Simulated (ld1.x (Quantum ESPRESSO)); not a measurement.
Plane-wave convergence, TM potential for Mn (Z = 25)

| Property | Result |
| --- | --- |
| Element | Mn (Z = 25) |
| Generator | ld1.x (Quantum ESPRESSO) 7.5 |
| Type | norm-conserving Troullier–Martins (Kleinman–Bylander form) |
| Functional | PBE |
| Relativity | scalar-relativistic |
| Frozen core | [Ar] |
| Valence charge | 7 |
| Reference configuration | 3d6 4s1 4p0 |
| Partial waves | 4s (bound): rc 1.75 bohr; 4p (bound, empty): rc 4.20 bohr; 3d (bound): rc 1.30 bohr |
| Local potential | the d channel |
| Core correction | a·sin(br)/r model core inside 1.35 bohr |

The pseudo-atom Hamiltonian at the reference potential is diagonalised in spherical Bessel functions j_l(qr) that vanish at 20 bohr, with q² up to the cutoff. All-electron valence levels (Ry): 4s -0.3038, 4p -0.0681, 3d -0.2480.

Question: How do the lowest levels (Ry) of each channel move with the cutoff, and are there ghosts?

Answer:

| cutoff (Ry) | s #1 | s #2 | p #1 | p #2 | p #3 | d #1 | f #1 | Σ f·Δε (mRy) |
| --- | --- | --- | --- | --- | --- | --- | --- | --- |
| 8 | -0.5161 | -0.0159 | -0.0681 | 0.0509 | 0.1702 | 0.0534 | 0.1076 | 2020.2 |
| 12 | -3.1529 | -0.2510 | -0.0681 | 0.0508 | 0.1701 | 0.0531 | 0.1076 | 1859.1 |
| 21 | -8.6760 | -0.3004 | -1.4241 | -0.0681 | 0.0509 | 0.0526 | 0.1076 | 1806.8 |
| 30 | -10.7725 | -0.3028 | -3.8073 | -0.0681 | 0.0509 | 0.0520 | 0.1076 | 1800.7 |
| 40 | -11.9462 | -0.3031 | -5.4146 | -0.0681 | 0.0509 | 0.0499 | 0.1076 | 1787.9 |
| 50 | -12.4891 | -0.3035 | -6.5288 | -0.0681 | 0.0509 | 0.0381 | 0.1076 | 1716.6 |
| 70 | -13.0007 | -0.3036 | -7.4349 | -0.0681 | 0.0509 | -0.1184 | 0.1076 | 777.2 |
| 90 | -13.1278 | -0.3037 | -7.6872 | -0.0681 | 0.0509 | -0.2168 | 0.1076 | 186.9 |
| 110 | -13.1360 | -0.3037 | -7.7400 | -0.0681 | 0.0509 | -0.2427 | 0.1076 | 31.7 |
| 160 | -13.1372 | -0.3038 | -7.7445 | -0.0681 | 0.0509 | -0.2478 | 0.1076 | 0.8 |
| 200 | -13.1379 | -0.3038 | -7.7455 | -0.0681 | 0.0509 | -0.2479 | 0.1076 | 0.5 |
| 400 | -13.1383 | -0.3038 | -7.7459 | -0.0681 | 0.0509 | -0.2480 | 0.1076 | 0.0 |

Result: ghost states, extra bound levels that the all-electron valence spectrum of the same l lacks: s at -178.8 eV, p at -105.4 eV (a true bound ghost makes a file unfit for plane-wave use); 10 mRy is reached at 140 Ry and 1 mRy at 160 Ry.

2 of 7 tests not solved or not reliable.
